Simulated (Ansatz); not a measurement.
`COc1ccc(-c2ccc(-c3ccc(-c4ccc(-c5ccc(-c6ccc(C(F)=C(F)F)cc6)cc5)cc4)cc3)cc2)cc1`. The state is a singlet with charge 0. Geometry PBE-D4/def2-SVP.

Cartesian coordinates in Å:
```
C 5.217 -1.993 -13.345
O 3.967 -1.430 -12.996
C 3.645 -1.337 -11.677
C 2.389 -0.763 -11.383
C 1.972 -0.622 -10.060
C 2.782 -1.048 -8.978
C 2.336 -0.891 -7.575
C 2.688 -1.832 -6.579
C 2.271 -1.680 -5.254
C 1.478 -0.580 -4.853
C 1.039 -0.416 -3.447
C 1.825 -0.887 -2.370
C 1.411 -0.731 -1.044
C 0.190 -0.094 -0.725
C -0.249 0.074 0.679
C 0.067 -0.886 1.669
C -0.350 -0.728 2.994
C -1.102 0.399 3.399
C -1.546 0.566 4.802
C -2.756 1.228 5.116
C -3.177 1.384 6.439
C -2.412 0.885 7.519
C -2.861 1.046 8.920
C -2.559 0.080 9.907
C -2.988 0.228 11.227
C -3.742 1.358 11.625
C -4.163 1.452 13.022
F -3.699 0.483 13.848
C -4.976 2.367 13.608
F -5.543 3.384 12.972
F -5.293 2.346 14.891
C -4.044 2.335 10.644
C -3.612 2.175 9.327
C -1.202 0.222 7.205
C -0.780 0.068 5.882
C -1.415 1.360 2.410
C -1.000 1.202 1.085
C -0.597 0.377 -1.802
C -0.184 0.218 -3.127
C 1.125 0.360 -5.848
C 1.542 0.209 -7.173
C 4.031 -1.622 -9.293
C 4.468 -1.769 -10.617
H 5.311 -3.048 -13.001
H 6.068 -1.407 -12.929
H 5.274 -1.970 -14.450
H 1.753 -0.443 -12.222
H 0.978 -0.194 -9.857
H 3.270 -2.723 -6.860
H 2.534 -2.455 -4.518
H 2.802 -1.350 -2.575
H 2.069 -1.077 -0.232
H 0.617 -1.795 1.384
H -0.120 -1.517 3.726
H -3.399 1.595 4.302
H -4.144 1.870 6.641
H -2.001 -0.826 9.626
H -2.748 -0.545 11.971
H -4.611 3.235 10.915
H -3.837 2.966 8.596
H -0.560 -0.146 8.019
H 0.186 -0.419 5.680
H -1.964 2.271 2.694
H -1.230 1.989 0.352
H -1.572 0.843 -1.595
H -0.844 0.561 -3.939
H 0.542 1.251 -5.569
H 1.279 0.982 -7.911
H 4.700 -1.939 -8.478
H 5.456 -2.210 -10.810
```

Single mean-field runs in 6-31G, def2-SVP are fitted with def2-universal-jkfit.

Task: Estimate the orbital energies around the gap (eV) in Ansatz with HF/STO-3G, HF/6-31G, PBE-D4/def2-SVP, BLYP-D4/def2-SVP, r2SCAN-D4/def2-SVP.

Result: 
```csv
orbital,HF/STO-3G,HF/6-31G,PBE-D4/def2-SVP,BLYP-D4/def2-SVP,r2SCAN-D4/def2-SVP
HOMO−5,-7.61,-9.29,-6.30,-6.04,-6.56
HOMO−4,-7.57,-9.24,-6.24,-5.98,-6.49
HOMO−3,-7.13,-9.23,-6.04,-5.79,-6.31
HOMO−2,-6.32,-8.47,-5.56,-5.32,-5.80
HOMO−1,-5.68,-7.75,-5.19,-4.95,-5.41
HOMO,-5.31,-7.19,-4.95,-4.70,-5.14
LUMO,4.62,1.46,-2.49,-2.25,-2.49
LUMO+1,5.24,2.09,-2.08,-1.84,-2.05
LUMO+2,6.16,2.96,-1.52,-1.29,-1.46
LUMO+3,7.15,3.24,-1.43,-1.20,-1.35
LUMO+4,7.20,3.40,-1.33,-1.11,-1.25
LUMO+5,7.23,3.49,-1.26,-1.03,-1.17
```
